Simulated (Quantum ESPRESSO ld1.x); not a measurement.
All-electron atom: Si XI in [He] 2s2.

Method: non-relativistic Kohn-Sham, LDA (Slater exchange, Perdew-Zunger correlation), spin-polarised, spherical densities, point nucleus; computed with ld1.x of Quantum ESPRESSO 7.5.

Energy parts (eV):
total: -6063.60
kinetic: 6056.41
electron-nucleus: -12699.51
Hartree: 847.56
exchange-correlation: -268.06

Orbitals (lengths in bohr, moments of r in powers of bohr; r(max) is where P^2 peaks; r(90%) holds 90 % of the orbital's charge):
orbital  occ.  eigenvalue (eV)    <r^2>  r(90%)   r(max)     <r>
1s          2         -2199.85  0.01658   0.198  0.07306  0.1112
2s          2         -451.645   0.2714   0.737   0.4123  0.4817
2p          0         -425.127   0.2121   0.675   0.3309  0.4188
3s          0         -180.966    1.489    1.66    1.090   1.145

The highest occupied level is 2s at -451.65 eV. The density falls to 0.001 e/bohr^3 at r = 1.29 bohr. Virial ratio -V/T = 2.00119.

Run on one thread of a shared host, so times are rough (Intel(R) Xeon(R) Processor @ 2.60GHz): 0.51 s of CPU time, 0.54 s wall, 9 iterations on 1781 mesh points.
